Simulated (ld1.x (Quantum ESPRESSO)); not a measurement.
An all-electron radial function and its pseudo partner (Bi (Z = 83))

Columns: radius, all-electron u(r) and pseudo u(r) of the 6s shell (level -11.40 eV) of bismuth in the configuration [Xe] 4f14 5d10 6s1.75 6p3.25; BLYP, non-relativistic, RRKJ scheme, ld1.x (Quantum ESPRESSO) 7.5.

```csv
r (bohr),all-electron,pseudo
0.108,0.1002,-0.0865
0.215,-0.0013,-0.1599
0.322,-0.2417,-0.2113
0.430,-0.1111,-0.2362
0.538,0.1438,-0.2369
0.645,0.3210,-0.2231
0.752,0.3715,-0.2058
0.860,0.3145,-0.1942
0.968,0.1894,-0.1953
1.075,0.0346,-0.2142
1.182,-0.1252,-0.2559
1.290,-0.2755,-0.3247
1.398,-0.4062,-0.4164
1.505,-0.5129,-0.5135
1.612,-0.5967,-0.5967
1.720,-0.6597,-0.6597
1.828,-0.7030,-0.7030
1.935,-0.7294,-0.7294
2.042,-0.7418,-0.7418
2.150,-0.7428,-0.7428
2.258,-0.7344,-0.7344
2.365,-0.7187,-0.7187
2.472,-0.6975,-0.6975
2.580,-0.6718,-0.6718
2.688,-0.6431,-0.6431
2.795,-0.6126,-0.6126
```

Q: How many radial nodes do the two functions have?

A: The all-electron 6s function has n − l − 1 = 5 (the table is too coarse to show those close to the nucleus); the pseudo-wave has 0, since the states of the same l below it are removed with the core.

Q: At about which radius was the pseudo-wave matched?

A: 1.60 bohr, where the columns begin to agree (steps of 0.11 bohr).

Q: Is the pseudo-wave norm-conserving?

A: Yes: the RRKJ scheme keeps the norm inside the radius equal to the all-electron one, which fixes the energy derivative of the logarithmic derivative at the level.
